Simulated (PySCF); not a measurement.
Bonds (- single, = double, # triple, : aromatic): C1-P2, P2-C3, P2-P4, P4-C5, C5-C6, C6-P7, P7-C8, C8-C9, C9-P4. C1 carries H10, H11, H12; C3 carries H13, H14, H15; C5 carries H16, H17; C6 carries H18, H19; P7 carries H20; C8 carries H21, H22; C9 carries H23, H24.

[PySCF: shielding tensors at PBE0/pcSseg-1 (GIAO); GFN2-xTB structure; a single conformation; rapidly exchanging positions averaged; relativity neglected; no solvent]

Q: List the cross peaks expected in HSQC, COSY and HMBC spectra.

A: 

HSQC (one-bond C–H):
```tsv
δH	δC
1.92 (H16/H17/H23/H24)	32.2 (C5/C9)
1.78 (H18/H19/H21/H22)	21.4 (C6/C8)
1.08 (H10/H11/H12/H13/H14/H15)	13.6 (C1/C3)
```

COSY cross peaks (H two or three bonds apart, from the bond graph; peaks can be absent where the dihedral angle is near 90°):
```tsv
δH	δH
3.25 (H20)	1.78 (H18/H19/H21/H22)
1.92 (H16/H17/H23/H24)	1.78 (H18/H19/H21/H22)
```

HMBC (two and three bonds, from the bond graph):
```tsv
δH	δC
3.25 (H20)	32.2 (C5/C9), 21.4 (C6/C8)
1.92 (H16/H17/H23/H24)	32.2 (C5/C9), 21.4 (C6/C8)
1.78 (H18/H19/H21/H22)	32.2 (C5/C9), 21.4 (C6/C8)
1.08 (H10/H11/H12/H13/H14/H15)	13.6 (C1/C3)
```

δ = σ(ref) − σ, references computed at the same level: $^{1}$H (σ = 31.72 ppm), $^{13}$C (σ = 186.93 ppm) against TMS.

Short H···H contacts in this conformer between protons four or more bonds apart (candidates for NOE cross peaks, intensity ∝ r⁻⁶): H20···H23 2.46 Å, H17···H20 2.46 Å, H13···H24 2.62 Å.

Shifts are as computed. Against solution values, carbons near 30 ppm lie about +3 ppm off and those near 130 ppm about +5 ppm. Of 1211 compounds with measured shifts, 218 miss one by over three times the rms of a fit or turn the order of signals round; such compounds aren't used in these exercises.
